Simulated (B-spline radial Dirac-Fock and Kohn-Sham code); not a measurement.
# Core-level shifts of cerium with charge state

These are calculated numbers from a radial B-spline solver; the model is Dirac-Fock ΔSCF + Breit + QED. Each ion is free and in its tabulated ground configuration. Correlation and solid-state effects are left out.

Reference: Ce³⁹⁺, [Ar] 3d1, with K (1s) 42669.2 eV, L1 (2s) 8708.0 eV, L2 (2p1/2) 8337.7 eV, M1 (3s) 3251.2 eV. Shifts from it, in eV (a dash: the subshell is empty, belongs to an open shell averaged over j, or its hole state is left out as unreliable):

| ion | configuration | K (1s) | L1 (2s) | L2 (2p1/2) | M1 (3s) |
| --- | --- | --- | --- | --- | --- |
| Ce⁴⁰⁺ | [Ne] 3s2 3p6 | +134.7 | +128.7 | +130.6 | +94.5 |
| Ce⁴¹⁺ | [Ne] 3s2 3p5 | +275.3 | +248.9 | +253.4 | +179.1 |
| Ce⁴²⁺ | [Ne] 3s2 3p4 | +417.9 | +370.4 | +377.7 | +264.4 |
| Ce⁴³⁺ | [Ne] 3s2 3p3 | +562.4 | +493.3 | – | +350.5 |
| Ce⁴⁴⁺ | [Ne] 3s2 3p2 | +708.8 | +617.5 | +630.1 | +437.4 |
| Ce⁴⁵⁺ | [Ne] 3s2 3p1 | +857.1 | +743.0 | +758.7 | +525.0 |
| Ce⁴⁶⁺ | [Ne] 3s2 | ? | ? | ? | ? |
| Ce⁴⁷⁺ | [Ne] 3s1 | – | – | +1015.2 | +711.8 |
| Ce⁴⁸⁺ | [He] 2s2 2p6 | +1295.4 | +1110.2 | +1142.8 | – |

Question: Give the missing shifts for Ce⁴⁶⁺.

Answer: K (1s) +1007.3, L1 (2s) +869.9, L2 (2p1/2) +888.6, M1 (3s) +613.4 (eV).
